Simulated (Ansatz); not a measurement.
The cluster Pb₂S⁺. Charge 1, multiplicity 2. Geometry PBE-D4/def2-TZVP.

```xyz
3

Pb    1.495   -0.216    0.982
Pb   -0.510    0.084   -1.726
S    -0.985    0.132    0.744
```

In the def2 sets Pb takes a core potential; there is no spin–orbit coupling. B3LYP takes the VWN-RPA correlation. The structure comes from a short search, and lower isomers may exist.

Question: Estimate the α-spin orbital energies around the gap (eV) in Ansatz with PBE-D4/def2-SVP, PBE-D4/def2-TZVP, BLYP-D4/def2-TZVP, B3LYP-D4/def2-TZVP, CAM-B3LYP-D4/def2-TZVP.

Answer: 
```csv
orbital,PBE-D4/def2-SVP,PBE-D4/def2-TZVP,BLYP-D4/def2-TZVP,B3LYP-D4/def2-TZVP,CAM-B3LYP-D4/def2-TZVP
HOMO−5,-17.38,-17.28,-17.11,-18.33,-20.06
HOMO−4,-17.13,-17.08,-16.92,-18.19,-19.94
HOMO−3,-11.58,-11.51,-11.33,-12.27,-13.60
HOMO−2,-11.53,-11.43,-11.25,-12.17,-13.47
HOMO−1,-11.29,-11.22,-11.06,-11.94,-13.29
HOMO,-9.46,-9.43,-9.23,-10.00,-11.14
LUMO,-8.10,-8.10,-8.02,-7.61,-6.45
LUMO+1,-8.03,-7.99,-7.93,-7.51,-6.35
LUMO+2,-7.07,-7.04,-6.93,-6.69,-5.79
LUMO+3,-5.84,-5.83,-5.76,-5.33,-4.21
LUMO+4,-5.23,-5.32,-5.24,-4.78,-3.65
LUMO+5,-0.95,-2.13,-1.98,-1.67,-0.80
β HOMO,-11.26,-11.20,-11.04,-11.94,-13.29
β LUMO,-8.74,-8.68,-8.65,-8.25,-7.11
```
